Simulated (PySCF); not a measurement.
Spin–orbit doublets of 2p levels

C3H5O3S (charge -1).
Numbering: `[O:1]=[S:2](=[O:3])([O-:4])[CH:5]1[CH2:6][CH2:7]1`

Computed with delta-SCF UKS SCAN, pcX-2 on the ionised atom, pcseg-1 elsewhere, spin-free X2C in PySCF. Vertical ΔSCF values, vacuum level as zero. Spin–orbit coupling isn't in the SCF: each 2p doublet comes from a relaxed spin-free hole plus a matrix of the shell (mean-field spin–orbit coupling and the ground-state 2p splitting), with 2p3/2 averaged over its two sublevels. The splitting includes the ligand field, and 2p3/2 is the mean of two sublevels.

When a 2p electron fills a 1s hole, the emitted photon carries the energy difference of the two hole states (Kα1 from 2p3/2, Kα2 from 2p1/2), here at the ground state's geometry.

```csv
atom,Kα1 (eV),Kα2 (eV),2p3/2 binding energy (eV)
S2,2309.09,2307.86,168.29
```

Task: What are the 1s and 2p1/2 binding energies?

Result: 1s = Kα1 + 2p3/2, and 2p1/2 = 1s − Kα2:

```
atom      environment  1s (eV)  2p1/2 (eV)
  S2  sulfonyl sulfur  2477.38      169.52
```

Task: And the 1s levels of the other atoms?

Result: C5 (sp3 carbon bound to sulfur) 286.51 eV; C6/C7 (three-membered-ring carbon) 286.85 eV; O4 (oxygen bonded to S) 531.69 eV; O1/O3 (oxygen bonded to S) 531.73 eV.

Topologically equivalent atoms share the value of their first member; where this conformer doesn't relate them by symmetry, their own values could differ. The species carries charge -1, so core ionisation leaves a neutral species. The basis sets have no added diffuse functions. Geometry: PBE0-D3(BJ)/def2-SVP, one conformer, isolated ion. The geometry's basis has no diffuse functions, a weakness for an anion.

Conformer computed: `[O:1]=[S:2](=[O:3])([O-:4])[CH:5]1[CH2:6][CH2:7]1`: O1–S2–C5–C6 32°.
